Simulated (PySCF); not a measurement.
**Removal energies of Pr³¹⁺ from EOM-IP-GCCSD**

Reference: closed-shell Pr³¹⁺, [Ar] 3d10; one electron is removed. Calculated with PySCF 2.14, two-component X2C-1e with screened spin-orbit coupling, an even-tempered Gaussian basis (19 s from 1.8 bohr⁻², ratio 2.6; 15 p from 2.3 bohr⁻², ratio 2.6; 10 d from 2.3 bohr⁻², ratio 2.6; 6 f from 2.4 bohr⁻², ratio 2.8); frozen [Ar]; the 100 highest virtual spinors dropped; of the others 70 kept and the rest restored at second order. No Breit or QED terms. Binding energies in eV.

```csv
level,Koopmans,second order,EOM-CCSD
3d3/2,2046.7,2045.8,2045.9
3d5/2,2024.5,2023.7,2023.8
```

For comparison, the ionisation energy of Pr³¹⁺ is 2019 ± 4 eV (theoretical estimate listed by NIST; NIST Atomic Spectra Database, ionization energies).
